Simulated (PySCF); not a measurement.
Electron correlation in Se⁺ (selenium, charge +1)

[Ar] 3d10 4s2 4p3, high-spin 4S determinant. All numbers are calculated (PySCF 2.14, scalar relativity through the core potential, in aug-cc-pwCVTZ-PP with ECP10MDF (8s7p6d4f1g, 96 functions)). Frozen: 3s2 3p6 3d10; 5 electrons correlated.

```csv
level,correlation energy (mhartree)
CCSD,-92.41
(T),-2.75
CCSD(T),-95.16
```

Diagnostics: T1 = 0.0026, D1 = 0.0056, largest double amplitude 0.040.

Cost of the coupled-cluster step: roughly 40 core-seconds, for 5 correlated electrons.

Iterations:

```
CC2 = 0
CCSD nocc = (np.int64(4), np.int64(1)), nmo = (87, 87)
frozen orbitals [[0, 1, 2, 3, 4, 5, 6, 7, 8], [0, 1, 2, 3, 4, 5, 6, 7, 8]]
max_cycle = 100
direct = 0
conv_tol = 1e-08
conv_tol_normt = 1e-06
diis_space = 8
diis_start_cycle = 0
Init t2, MP2 energy = -0.0785734014063804
Init E_corr(UCCSD) = -0.0785734014228407
cycle = 1  E_corr(UCCSD) = -0.0895800593933619  dE = -0.011006658  norm(t1,t2) = 0.032998
cycle = 2  E_corr(UCCSD) = -0.0916788127536348  dE = -0.00209875336  norm(t1,t2) = 0.00876035
cycle = 3  E_corr(UCCSD) = -0.0924282519808089  dE = -0.000749439227  norm(t1,t2) = 0.0029652
cycle = 4  E_corr(UCCSD) = -0.0924131414517289  dE = 1.51105291e-05  norm(t1,t2) = 0.000384451
cycle = 5  E_corr(UCCSD) = -0.0924126334527478  dE = 5.07998981e-07  norm(t1,t2) = 4.00358e-05
cycle = 6  E_corr(UCCSD) = -0.0924125893475375  dE = 4.41052103e-08  norm(t1,t2) = 7.11971e-06
cycle = 7  E_corr(UCCSD) = -0.0924126324442662  dE = -4.30967287e-08  norm(t1,t2) = 1.64e-06
cycle = 8  E_corr(UCCSD) = -0.0924126255184767  dE = 6.92578951e-09  norm(t1,t2) = 3.07553e-07
UCCSD converged
E(UCCSD) = -371.6412586281632  E_corr = -0.09241262551847668
UCCSD(T) correction = -0.00274901713934094
```
